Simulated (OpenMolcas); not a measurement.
Ge: effect of correlating more closed shells

* Program: OpenMolcas 26.06
* Basis: ANO-RCC-VTZP [6s5p3d1f]
* Scalar Hamiltonian: DKH2, point nucleus
* Active space: 4 electrons in 4 orbitals (4s 4p)
* State averaging: 2S+1 = 3 even, 3 roots; 2S+1 = 1 even, 6 roots; 2S+1 = 5 odd, 1 root; 2S+1 = 3 odd, 5 roots
* Spin-orbit coupling: state interaction with AMFI integrals over the reference wave functions, term energies averaged over their components

Methods on the same reference wave functions:
A. CASSCF
B. SS-CASPT2, IPEA 0.25 Eh, imaginary shift 0.1 Eh (closed shells correlated: none)
C. SS-CASPT2, IPEA 0.25 Eh, imaginary shift 0.1 Eh (closed shells correlated: 3d)
D. SS-CASPT2, IPEA 0.25 Eh, imaginary shift 0.1 Eh (closed shells correlated: 3s 3p 3d)

Energies in cm-1 above 4s2 4p2 3P0, the measured ground level; measured values from NIST Handbook of Basic Atomic Spectroscopic Data.

```csv
Level,A,B,C,D,Measured
4s2 4p2 3P0,0.0,0.0,0.0,0.0,0.0
4s2 4p2 3P1,493,494,491,491,557
4s2 4p2 3P2,1275,1268,1264,1264,1410
4s2 4p2 1D2,9611,8210,8240,8200,7125
4s2 4p2 1S0,17218,16940,17720,17670,16367
4s 4p3 5S* 2,30558,35420,37950,38520,41927
```

Deviations, from unrounded energies. A percentage is the sum of absolute deviations over the sum of measured energies, with the sign that they share, or ± where signs differ.

```csv
Against measurement,Levels,A,B,C,D
mean absolute deviation (cm-1),5,3000,1700,1300,1200
fine structure of the ground term (%),2,-10.1,-10.4,-10.8,-10.8
other terms of the ground configuration (%),2,+14.2,+7.0,+10.5,+10.1
other configurations (%),1,-27.1,-15.5,-9.5,-8.1
```

D lies closest to measurement on these levels and A furthest from it. The largest miss of D in the table is 4s 4p3 5S* 2, by -3400 cm-1. The ranking rests on the paired levels alone, and a cruder setting can come out closer through cancelling errors.

Among B to D the level of the table that moves most is 4s 4p3 5S* 2, by 3100 cm-1 (lowest in B, highest in D). Moves below CASPT2's spread within the term are not significant.

From A to B the spin-free energies of the other terms of 4s2 4p2 shown, above 3P, scale by factors of 0.84 to 0.98.

The lowest spin-free term lies below A's lowest term by 0.039 hartree in B, 0.437 hartree in C, 0.646 hartree in D.

What an inner shell adds also hangs on whether the basis holds functions to correlate it.

Over all roots computed the reference weight is 0.93 to 0.99 in B, 0.90 to 0.96 in C, 0.89 to 0.94 in D; the roots of lowest weight are the least certain, and an intruder state may touch them. Terms of s pⁿ other than that of highest spin mix with s² pⁿ⁻² d, which this space lacks; all of them can be thousands of cm-1 off, and some have no real level of that name. Without dynamic correlation excited terms often stand tens of per cent too high (terms of higher spin than the ground term too low), and those without a measured partner can miss by more than the paired ones (holds for A). Some terms miss by over 15 % even with CASPT2, which points to a basis or an active space too small for the shells correlated (holds for B; C; D). Measured partners are found by configuration, term and J. A level has none where our copy of the source lacks it or the pairing is in doubt (some pairs that miss far off the trend of their configuration count as doubtful), and it then counts in no deviation. Only configurations of the active space appear. Levels that lie high or do not pair safely by name in every column are left out.

* marks odd parity.
